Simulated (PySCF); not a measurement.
**Reproducing measurements on C3H9BO3**

**Experimental background.**

From Qian, Crumlin, Prendergast, Phys. Chem. Chem. Phys. 2022, 24, 2243, for the gas: B 1s binding energy of B3 197.8 eV.

The runs below try to reproduce these values; the comparison stands at the end.

Compound: C₃H₉BO₃.
SMILES with atom numbers: `[CH3:1][O:2][B:3]([O:4][CH3:5])[O:6][CH3:7]` (hydrogens: H8, H9, H10 on C1; H11, H12, H13 on C5; H14, H15, H16 on C7)

Structure used (PBE0-D3(BJ)/def2-TZVP), in Å, numbered top down from 1:
```xyz
16
C3H9BO3 angstrom
C      2.2569   -0.8203    0.1681
O      1.3361    0.2493    0.1392
B     -0.0020    0.0015    0.2094
O     -0.4514   -1.2807    0.3111
C     -1.8355   -1.5483    0.3850
O     -0.8888    1.0352    0.1747
C     -0.4258    2.3637    0.0588
H      2.2114   -1.3547    1.1207
H      3.2545   -0.3991    0.0418
H      2.0629   -1.5340   -0.6365
H     -2.3932   -0.9836   -0.3655
H     -2.2293   -1.2930    1.3727
H     -1.9756   -2.6158    0.2127
H      0.0909    2.6800    0.9689
H      0.2611    2.4751   -0.7836
H     -1.2948    3.0033   -0.0978
```

Runs made with PySCF (gas phase, on this PBE0-D3(BJ)/def2-TZVP geometry; non-relativistic but for the core-level run):

| level | job | basis functions |
| --- | --- | --- |
| delta-SCF UKS SCAN, pcX-3 on the ionised atom, pcseg-2 elsewhere, spin-free X2C | ΔSCF core ionisation, 3 holes | 390 |

**Comparison with experiment**

**Core binding energies.** PySCF 2.14.0, delta-SCF UKS SCAN, pcX-3 on the ionised atom, pcseg-2 elsewhere, spin-free X2C.

```csv
level and atom,computed (eV),measured (eV),computed − measured (eV)
"B 1s, B3",197.34,197.8,-0.46
```

Sources, in the order of the opening: Qian, Crumlin, Prendergast, Phys. Chem. Chem. Phys. 2022, 24, 2243. The computed values are vertical, without vibrational structure; measured positions hang on the energy calibration. 

The geometry is computed, not the measured one. Where a level misses, the cause wasn't examined.
